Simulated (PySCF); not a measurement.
Fractional electron number in Eu (europium, neutral)

The 6s beta orbital of [Xe] 4f7 6s2 is emptied in steps (occupation f), with all orbitals relaxed, ending at [Xe] 4f7 6s1. Computed with PySCF 2.14 in def2-TZVP with the def2 core potential (28 electrons), with scalar relativity through the core potential. The exact energy is a straight line in f; departures are measured from the line between the end points of the same method.

| f | PBE0 (eV) | r2SCAN (eV) | LC-wPBE (eV) |
| --- | --- | --- | --- |
| 1 | 0.000 | 0.000 | 0.000 |
| 0.9 | -0.141 | -0.163 | 0.014 |
| 0.7 | -0.331 | -0.374 | 0.030 |
| 0.5 | -0.394 | -0.432 | 0.033 |
| 0.3 | -0.331 | -0.348 | 0.025 |
| 0.1 | -0.138 | -0.141 | 0.011 |
| 0 | 0.000 | 0.000 | 0.000 |

```tsv
method	E(f=0) − E(f=1) (eV)	−ε at f=1 (eV)	−ε at f=0.5 (eV)
PBE0	5.533	3.967	5.530
r2SCAN	5.293	3.466	5.363
LC-wPBE	5.352	5.507	5.336
```

Orbital energy along the path (eV):

| f | PBE0 | r2SCAN | LC-wPBE |
| --- | --- | --- | --- |
| 1 | -3.967 | -3.466 | -5.507 |
| 0.9 | -4.275 | -3.852 | -5.471 |
| 0.7 | -4.898 | -4.630 | -5.400 |
| 0.5 | -5.530 | -5.363 | -5.336 |
| 0.3 | -6.173 | -6.038 | -5.294 |
| 0.1 | -6.813 | -6.604 | -5.261 |
| 0 | -6.885 | -6.642 | -5.210 |

Reference removal energy between the ground levels: 5.670 eV (measured; NIST Atomic Spectra Database, ionization energies).
